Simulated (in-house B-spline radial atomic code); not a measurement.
# RPA and G0W0 on HSE06: Sr8+

Configuration [Ar] 3d10 4s2, mean-field start HSE06. Computed with an all-electron radial atomic-structure program (B-spline basis): all electrons, scalar-relativistic (spin-free one-electron X2C), finite nucleus, each spin shell either full or empty, empty states to l = 9 with an (l + 1/2)⁻⁴ tail; G0W0 by contour deformation at full frequency.

Command:
```bash
python run_gw.py task.json out
```
Settings (radii: box in bohr, nucleus in fm):
```
Z                        38
electrons                30
configuration            [Ar] 3d10 4s2
hamiltonian              x2c
method                   hse06
lmax                     9
rms_radius               4.224
spin_polarised           False
box_radius               7.7
intervals                66
ion_configuration        [Ar] 3d10 4s1
```

Run time, properties included: 8.3 s on 1 thread of Arm Neoverse N1, on a shared host.

Energies (hartree):

```json
{"term": "mean-field total", "value": "-3160.54587"}
{"term": "Hartree-Fock functional on these orbitals", "value": "-3159.20497"}
{"term": "direct second order", "value": "-2.5685"}
{"term": "second-order exchange", "value": "0.75088"}
{"term": "SOSEX correction", "value": "0.69945"}
```

(1) What is the RPA correlation energy, and what remains with SOSEX?

Quasi-particle levels (eV):

| level | occupied | mean field | Σx - vxc | Σc | QP weight | G0W0 |
| --- | --- | --- | --- | --- | --- | --- |
| 4s | yes | -152.07 | -4.29 | ? | ? | ? |
| 3d | yes | -261.47 | -17.96 | 3.22 | 0.963 | -276.21 |
| 4p | no | -126.99 | 7.75 | -1.90 | 0.971 | -121.15 |

G0W0 = mean field + (Σx - vxc) + Σc, with Σc (partial-wave tail included) taken at the quasi-particle energy. Only the outer levels were computed. Levels of low weight are left out.

(2) Where does G0W0 put 4s?

(3) What does it cost to remove one electron (to [Ar] 3d10 4s1) by differences of total energies, each species on its own start (correlation terms add to the Hartree-Fock functional)?

## Answers

(1) RPA gives -2.2962 hartree (-2.08 eV per electron); RPA + SOSEX gives -1.5967, and the second-order doubles -1.8177 hartree (no singles). SOSEX takes back 30 % of the RPA value.

(2) At -159.05 eV, with Σc = -2.69 eV and a quasi-particle weight of 0.973. The tabulated removal energy is 158.33 ± 0.25 eV (NIST, semi-empirical); the calculation leaves out spin-orbit coupling, Breit and QED terms, and what these don't explain is the method's own error.

(3) HSE06 158.73 eV, Hartree-Fock functional 156.04 eV, + RPA 158.83 eV, + RPA + SOSEX 158.18 eV, + second order 159.01 eV. Tabulated: 158.33 ± 0.25 eV (NIST, semi-empirical); the calculation leaves out spin-orbit coupling, Breit and QED terms, and what these don't explain is the method's own error.
